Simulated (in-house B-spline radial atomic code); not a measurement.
Sr IV (Sr3+) is squeezed into an impenetrable sphere of radius R (the orbitals vanish at R). Level of theory: non-relativistic PBE, spin-polarised, spherical fractional occupations, point nucleus; calculated with an all-electron radial atomic-structure program (B-spline basis).

Energies in eV above the free ion in [Ar] 3d10 4s2 4p5:

```tsv
R (bohr)	highest level (eV)	[Ar] 3d10 4s2 4p5	[Ar] 3d10 4s2 4p4 4d1	[Ar] 3d10 4s2 4p4 4f1	-dE/dV in [Ar] 3d10 4s2 4p5 (GPa)
9.55	-49.5	0	23.48	40.94	8.22e-08
5.92	-49.5	0.0009552	23.5	42.04	0.00794
4.74	-49.4	0.04411	23.72	44.23	0.532
4.45	-49.4	0.1093	23.92	45.26	1.48
3.59	-48.5	1.467	26.34	51.38	28.7
3.01	-45.8	7.807	34.62	63.61	210
2.54	-39.1	29.16	59.17	92.31	1080
2.1	-22.1	99.19	134.6	171.5	5420
1.85	-0.88	201.2	241	278.4	14500
1.53	57.3	519.7	565.4	596	59000
```

Q: Does [Ar] 3d10 4s2 4p4 4d1 fall below [Ar] 3d10 4s2 4p5 under compression?

A: No, it stays above over the whole range.

Q: Does [Ar] 3d10 4s2 4p4 4f1 fall below [Ar] 3d10 4s2 4p5 under compression?

A: No, it stays above over the whole range.

The highest level is first positive in the row R = 1.53 bohr, pushed up by confinement above the zero of the free ion's potential. Each configuration is held fixed and needn't be the lowest in the sphere.
